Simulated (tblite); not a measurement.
Parent: `[CH3:1][c:2]1[cH:3][p:4]([CH2:5][OH:6])[cH:7][c:8]1[SiH3:9]` with C3–P4–C5–O6 49°, P4–C5–O6–H -53°, C6H11OPSi.

Structures optimised with GFN2-xTB, isolated species. One conformer each, not checked by frequencies here.

| coordinate of the parent | value |
| --- | --- |
| C1–C2 | 1.491 Å |
| C2–C3 | 1.348 Å |
| C3–P4 | 1.804 Å |
| P4–C5 | 1.888 Å |
| C5–O6 | 1.393 Å |
| P4–C7 | 1.804 Å |
| C7–C8 | 1.349 Å |
| C8–Si9 | 1.881 Å |
| C2–C8 | 1.459 Å |
| C1–C2–C3 | 125.0° |
| C1–C2–C8 | 121.2° |
| C3–C2–C8 | 113.8° |
| C2–C3–P4 | 111.9° |
| C3–P4–C5 | 99.0° |
| C3–P4–C7 | 88.7° |
| C5–P4–C7 | 99.4° |
| P4–C5–O6 | 114.6° |
| P4–C7–C8 | 112.6° |
| C7–C8–Si9 | 123.9° |
| C2–C8–C7 | 112.6° |
| C2–C8–Si9 | 123.5° |

Q: How does the shared frame change in `[CH3:1][C:2]1=[CH:3][P@:4](=[NH:5])([CH2:6][OH:7])[CH:8]=[C:9]1[SiH3:10]` with C3–P4–C6–O7 172°, P4–C6–O7–H -37°, C6H12NOPSi? Atoms pair as C1 = C1, C2 = C2, C3 = C3, P4 = P4, C5 = C6, O6 = O7, C7 = C8, C8 = C9, Si9 = Si10 (parent first).

A: 
```
   parent    relative  value in the relative  change
    C1–C2       C1–C2                1.489 Å  -0.002
    C2–C3       C2=C3                1.341 Å  -0.007
    C3–P4       C3–P4                1.813 Å  +0.009
    P4–C5       P4–C6                1.848 Å  -0.040
    C5–O6       C6–O7                1.388 Å  -0.005
    P4–C7       P4–C8                1.819 Å  +0.015
    C7–C8       C8=C9                1.343 Å  -0.006
   C8–Si9     C9–Si10                1.886 Å  +0.005
    C2–C8       C2–C9                1.473 Å  +0.014
 C1–C2–C3    C1–C2–C3                 125.1°    +0.1
 C1–C2–C8    C1–C2–C9                 120.1°    -1.1
 C3–C2–C8    C3–C2–C9                 114.8°    +1.0
 C2–C3–P4    C2–C3–P4                 110.5°    -1.4
 C3–P4–C5    C3–P4–C6                 106.9°    +7.9
 C3–P4–C7    C3–P4–C8                  90.2°    +1.5
 C5–P4–C7    C6–P4–C8                 108.6°    +9.2
 P4–C5–O6    P4–C6–O7                 108.9°    -5.7
 P4–C7–C8    P4–C8–C9                 111.0°    -1.6
C7–C8–Si9  C8–C9–Si10                 123.3°    -0.6
 C2–C8–C7    C2–C9–C8                 113.5°    +0.9
C2–C8–Si9  C2–C9–Si10                 123.1°    -0.4
```

Of the parent's bonds, P4–C5 changes most (-0.040 Å). Bonds of the relative outside the shared frame: P4=N5 1.566 Å. Point group C1 → C1.

Q: How does the shared frame change in `[CH3:1][C:2]1=[CH:3][P@:4](=[S:5])([CH2:6][OH:7])[CH:8]=[C:9]1[SiH3:10]` with C3–P4–C6–O7 -176°, P4–C6–O7–H -49°, C6H11OPSSi? Atoms pair as C1 = C1, C2 = C2, C3 = C3, P4 = P4, C5 = C6, O6 = O7, C7 = C8, C8 = C9, Si9 = Si10 (parent first).

A: 
```tsv
parent	relative	value in the relative	change
C1–C2	C1–C2	1.488 Å	-0.003
C2–C3	C2=C3	1.344 Å	-0.004
C3–P4	C3–P4	1.803 Å	-0.001
P4–C5	P4–C6	1.875 Å	-0.013
C5–O6	C6–O7	1.389 Å	-0.004
P4–C7	P4–C8	1.806 Å	+0.002
C7–C8	C8=C9	1.344 Å	-0.005
C8–Si9	C9–Si10	1.888 Å	+0.007
C2–C8	C2–C9	1.471 Å	+0.012
C1–C2–C3	C1–C2–C3	124.8°	-0.2
C1–C2–C8	C1–C2–C9	120.4°	-0.8
C3–C2–C8	C3–C2–C9	114.9°	+1.1
C2–C3–P4	C2–C3–P4	109.9°	-2.0
C3–P4–C5	C3–P4–C6	108.0°	+9.0
C3–P4–C7	C3–P4–C8	91.0°	+2.3
C5–P4–C7	C6–P4–C8	107.7°	+8.3
P4–C5–O6	P4–C6–O7	108.9°	-5.7
P4–C7–C8	P4–C8–C9	110.5°	-2.1
C7–C8–Si9	C8–C9–Si10	123.0°	-0.9
C2–C8–C7	C2–C9–C8	113.7°	+1.1
C2–C8–Si9	C2–C9–Si10	123.4°	-0.1
```

Of the parent's bonds, P4–C5 and C2–C8 change most and about equally (-0.013 to +0.012 Å). Bonds of the relative outside the shared frame: P4=S5 1.946 Å. Point group C1 → C1.

Q: How does the shared frame change in `[CH3:1][C:2]1=[CH:3][P@H+:4]([CH2:5][OH:6])[CH:7]=[C:8]1[SiH3:9]` (charge +1) with C3–P4–C5–O6 68°, P4–C5–O6–H -179°, [C6H12OPSi]+? Atoms pair as C1 = C1, C2 = C2, C3 = C3, P4 = P4, C5 = C5, O6 = O6, C7 = C7, C8 = C8, Si9 = Si9 (parent first).

A: 
| parent | relative | value in the relative | change |
| --- | --- | --- | --- |
| C1–C2 | C1–C2 | 1.478 Å | -0.013 |
| C2–C3 | C2=C3 | 1.352 Å | +0.004 |
| C3–P4 | C3–P4 | 1.774 Å | -0.030 |
| P4–C5 | P4–C5 | 1.831 Å | -0.057 |
| C5–O6 | C5–O6 | 1.402 Å | +0.009 |
| P4–C7 | P4–C7 | 1.790 Å | -0.014 |
| C7–C8 | C7=C8 | 1.346 Å | -0.003 |
| C8–Si9 | C8–Si9 | 1.915 Å | +0.034 |
| C2–C8 | C2–C8 | 1.479 Å | +0.020 |
| C1–C2–C3 | C1–C2–C3 | 124.4° | -0.6 |
| C1–C2–C8 | C1–C2–C8 | 120.7° | -0.5 |
| C3–C2–C8 | C3–C2–C8 | 114.9° | +1.1 |
| C2–C3–P4 | C2–C3–P4 | 108.8° | -3.1 |
| C3–P4–C5 | C3–P4–C5 | 113.5° | +14.5 |
| C3–P4–C7 | C3–P4–C7 | 93.3° | +4.6 |
| C5–P4–C7 | C5–P4–C7 | 119.4° | +20.0 |
| P4–C5–O6 | P4–C5–O6 | 97.6° | -17.0 |
| P4–C7–C8 | P4–C7–C8 | 109.2° | -3.4 |
| C7–C8–Si9 | C7–C8–Si9 | 123.2° | -0.7 |
| C2–C8–C7 | C2–C8–C7 | 113.8° | +1.2 |
| C2–C8–Si9 | C2–C8–Si9 | 123.0° | -0.5 |

Of the parent's bonds, P4–C5 changes most (-0.057 Å). Point group C1 → C1.

Q: How does the shared frame change in `[CH3:1][C:2]1=[CH:3][P@:4](=[O:5])([CH2:6][OH:7])[CH:8]=[C:9]1[SiH3:10]` with C3–P4–C6–O7 -179°, P4–C6–O7–H -45°, C6H11O2PSi? Atoms pair as C1 = C1, C2 = C2, C3 = C3, P4 = P4, C5 = C6, O6 = O7, C7 = C8, C8 = C9, Si9 = Si10 (parent first).

A: 
```json
{"parent": "C1–C2", "relative": "C1–C2", "value in the relative": "1.489 Å", "change": "-0.002"}
{"parent": "C2–C3", "relative": "C2=C3", "value in the relative": "1.341 Å", "change": "-0.007"}
{"parent": "C3–P4", "relative": "C3–P4", "value in the relative": "1.806 Å", "change": "+0.002"}
{"parent": "P4–C5", "relative": "P4–C6", "value in the relative": "1.864 Å", "change": "-0.024"}
{"parent": "C5–O6", "relative": "C6–O7", "value in the relative": "1.394 Å", "change": "+0.001"}
{"parent": "P4–C7", "relative": "P4–C8", "value in the relative": "1.810 Å", "change": "+0.006"}
{"parent": "C7–C8", "relative": "C8=C9", "value in the relative": "1.342 Å", "change": "-0.007"}
{"parent": "C8–Si9", "relative": "C9–Si10", "value in the relative": "1.887 Å", "change": "+0.006"}
{"parent": "C2–C8", "relative": "C2–C9", "value in the relative": "1.475 Å", "change": "+0.016"}
{"parent": "C1–C2–C3", "relative": "C1–C2–C3", "value in the relative": "125.0°", "change": "0.0"}
{"parent": "C1–C2–C8", "relative": "C1–C2–C9", "value in the relative": "120.0°", "change": "-1.2"}
{"parent": "C3–C2–C8", "relative": "C3–C2–C9", "value in the relative": "115.0°", "change": "+1.2"}
{"parent": "C2–C3–P4", "relative": "C2–C3–P4", "value in the relative": "109.7°", "change": "-2.2"}
{"parent": "C3–P4–C5", "relative": "C3–P4–C6", "value in the relative": "107.6°", "change": "+8.6"}
{"parent": "C3–P4–C7", "relative": "C3–P4–C8", "value in the relative": "91.3°", "change": "+2.6"}
{"parent": "C5–P4–C7", "relative": "C6–P4–C8", "value in the relative": "107.0°", "change": "+7.6"}
{"parent": "P4–C5–O6", "relative": "P4–C6–O7", "value in the relative": "107.5°", "change": "-7.1"}
{"parent": "P4–C7–C8", "relative": "P4–C8–C9", "value in the relative": "110.1°", "change": "-2.5"}
{"parent": "C7–C8–Si9", "relative": "C8–C9–Si10", "value in the relative": "123.1°", "change": "-0.8"}
{"parent": "C2–C8–C7", "relative": "C2–C9–C8", "value in the relative": "113.9°", "change": "+1.3"}
{"parent": "C2–C8–Si9", "relative": "C2–C9–Si10", "value in the relative": "123.0°", "change": "-0.5"}
```

Of the parent's bonds, P4–C5 changes most (-0.024 Å). Bonds of the relative outside the shared frame: P4=O5 1.472 Å. Point group C1 → C1.

The numbers are calculated, not measured.
